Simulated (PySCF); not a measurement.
Fill in the blanks.

Species: C5H9FN (doublet state).
Atom-mapped SMILES: `[CH3:1][N:2][CH2:3]/[CH:4]=[CH:5]\[CH2:6][F:7]` (hydrogens: H8, H9, H10 on C1; H11, H12 on C3; H13 on C4; H14 on C5; H15, H16 on C6)

Conformer (atom-mapped SMILES and torsion angles): `[CH3:1][N:2][CH2:3]/[CH:4]=[CH:5]\[CH2:6][F:7]`: C1–N2–C3–C4 139°, N2–C3–C4–C5 -7°, C4–C5–C6–F7 -137°.

```csv
property,level,value
point group of the GFN2-xTB geometry,GFN2-xTB,C1
"rotational constants A, B, C of the GFN2-xTB geometry",GFN2-xTB,?
isotropic g value,"unrestricted B3LYP/pcH-1, mean-field spin–orbit",?
spin squared ⟨S²⟩,unrestricted B3LYP/pcH-1,?
largest isotropic hyperfine couplings (means over sets of like nuclei),unrestricted B3LYP/pcH-1,?
```

The electronic properties come from PySCF, for the isolated species, density fitting. GFN2-xTB frequencies show an imaginary mode (32i cm⁻¹), so this geometry is no minimum at that level. Hyperfine couplings depend on the geometry, which wasn't re-optimised at a DFT level. Couplings of like nuclei are plain means over topologically equivalent atoms, as if these changed places fast (by rotation of a methyl-like group, say); in this geometry the members of some sets differ.

Give the isotropic g value.

2.00441.

What are the largest isotropic hyperfine couplings (means over sets of like nuclei)?

1H +94.0 (H11/H12), 1H +89.7 (H8/H9/H10), 14N +35.5 (N2), 13C -34.5 (C1), 13C -34.1 (C3) MHz.

Give the spin squared ⟨S²⟩.

0.754.

Give the rotational constants A, B, C of the GFN2-xTB geometry.

3.911, 1.616, 1.217 GHz.

The rotational constants make it an asymmetric top with κ = (2B − A − C)/(A − C) = -0.70, nearer the prolate limit (−1). ⟨S²⟩ is 0.004 above the pure-spin value S(S + 1) = 0.75. At 9.50 GHz, hν = g·μB·B₀ (B₀ the magnetic field) puts the centre of the isotropic spectrum, to first order, at 338.6 mT. g_iso is shifted by about +2090 ppm from the free-electron value 2.002319.

One conformer stands for the species.
